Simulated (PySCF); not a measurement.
**How methods differ on the ionisation energy of Os⁷⁴⁺**

Os⁷⁴⁺ 1s2 (1S) → Os⁷⁵⁺ 1s1 (2S), as a difference of total energies. Calculation: PySCF 2.14, in an uncontracted even-tempered set (16 s from 230 bohr⁻², ratio 2.2; 7 p from 340 bohr⁻², ratio 2.4; 4 d from 1000 bohr⁻², ratio 2.4; 3 f from 1500 bohr⁻², ratio 2.4; 3 g from 2300 bohr⁻², ratio 2.4); scalar relativity by spin-free X2C-1e. Correlated levels: nothing frozen; virtual orbitals above 40 to 60 times the deepest correlated orbital energy dropped. The calculations carry no spin-orbit coupling.

```
                 method  ionisation energy (eV)  difference from reference (eV)
                    UHF                 84191.4                          +215.2
    MP2 (all electrons)                 84193.5                          +217.3
SCS-MP2 (all electrons)                 84193.9                          +217.7
   CCSD (all electrons)                 84193.5                          +217.3
```

Reference: 83976.18 ± 0.22 eV (theoretical estimate listed by NIST; NIST Atomic Spectra Database, ionization energies).

For this ion Breit and QED terms and the two-electron picture change, all absent here, outweigh the differences among the correlated methods.

With two correlated electrons CCSD is exact in that space.
